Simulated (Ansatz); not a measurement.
Isolated molecules relaxed with PBE0-D4/def2-TZVP in Ansatz; ΔE leaves out vibrations. CCSD(T)/CBS is the MP2 limit (def2-TZVPP, def2-QZVPP) plus CCSD(T) − MP2 in def2-TZVPP, frozen cores. This one scheme is used for every species, atoms too. DFT in def2-TZVPP. HSE06 is defined as in plane-wave codes. Open shells (•) are unrestricted, without spin–orbit coupling. Spin–orbit coupling would lower the free atoms: a little for B, C. Each species was taken in one conformer, which may not be the lowest.

`BN(C(C)C)C(C)C` → B• + 6 C• + 16 H• + N•  (atomization)

```tsv
level	ΔE (kcal/mol)
LDA (SPW92)	2564.8
BLYP-D4	2255.7
HSE06-D4	2278.5
BHLYP-D4	2219.1
PBE0	2265.5
r2SCANh	2253.7
HF/def2-QZVPP	1704.2
CCSD/CBS(def2)	2232.0
```

Task: What does CCSD(T)/CBS give? (Estimate.)

Result: The calculation gave: +2259.4 kcal/mol. The listed levels differ from it by 305.4, -3.7, 19.1, -40.3, 6.1, -5.7, -555.2, -27.4 kcal/mol.

Largest T1 diagnostic among the species: 0.014.

At CCSD(T), def2-SVP lies −81.4 kcal/mol from the extrapolated value and def2-TZVPP −47.2 kcal/mol: correlation converges slowly with the basis, and small sets miss more of it in the bonded molecule than in its fragments. From PBE to PBE0 (25 % exact exchange), in def2-TZVPP and without D4, ΔE moves by −23.5 kcal/mol: exact exchange takes away binding that semilocal exchange gives to molecules. In def2-TZVPP, CCSD(T) changes the Hartree–Fock value by +510.0 kcal/mol (the triples alone add +27.4 kcal/mol) and MP2 by +531.3 kcal/mol; breaking electron pairs costs correlation energy, which Hartree–Fock lacks.

For atomizations the MP2-based limit and the directly extrapolated one differ by several kJ/mol either way, and by 10 to 25 for some Ge, Se and Sn compounds, so smaller differences from it don't rank the levels.
